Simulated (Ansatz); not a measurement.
`FC1CC=CC1(F)F`, 13 atoms. Total charge 0; spin multiplicity 1. All runs use 4 threads of an Arm Neoverse V1 on a shared host. Correlated methods freeze the cores.

Question: How many basis functions does each run have, and how long does it take in Ansatz? RKS ωB97M-V/def2-QZVPP energy; RHF-MP2/def2-QZVPP energy; RKS PBE0-D4/def2-QZVPP energy; RHF-MP2/def2-TZVPP energy; RKS PBE0-D4/def2-TZVP frequencies; RKS ωB97X-V/def2-TZVPP energy; RKS r2SCAN0-D4/def2-TZVPP energy; direct RPA on PBE orbitals/def2-TZVPP energy; RKS PBE0-D4/def2-SVP energy; RKS PBE-QIDH (frozen core)/def2-TZVPP energy; RKS ωB97M-V/def2-SVP energy; RHF-CCSD(T)/def2-SVP energy. (An estimate is asked.)

Answer: Ansatz gave: Other jobs shared the machine, so times are rough.

```csv
level,job,functions,wall time,peak host memory (GiB)
RKS PBE0-D4/def2-SVP,energy,137,2 s,0.63
RKS ωB97M-V/def2-SVP,energy,137,7.5 s,0.63
RHF-MP2/def2-TZVPP,energy,318,9 s,1.1
RKS r2SCAN0-D4/def2-TZVPP,energy,318,10 s,1
direct RPA on PBE orbitals/def2-TZVPP,energy,318,14 s,1.1
RKS PBE-QIDH (frozen core)/def2-TZVPP,energy,318,14 s,1.2
RKS ωB97X-V/def2-TZVPP,energy,318,14 s,1.2
RKS PBE0-D4/def2-QZVPP,energy,606,18 s,2.8
RHF-CCSD(T)/def2-SVP,energy,137,39 s,1.2
RKS ωB97M-V/def2-QZVPP,energy,606,40 s,3.1
RHF-MP2/def2-QZVPP,energy,606,64 s,6
RKS PBE0-D4/def2-TZVP,frequencies,278,7.3 min,1
```
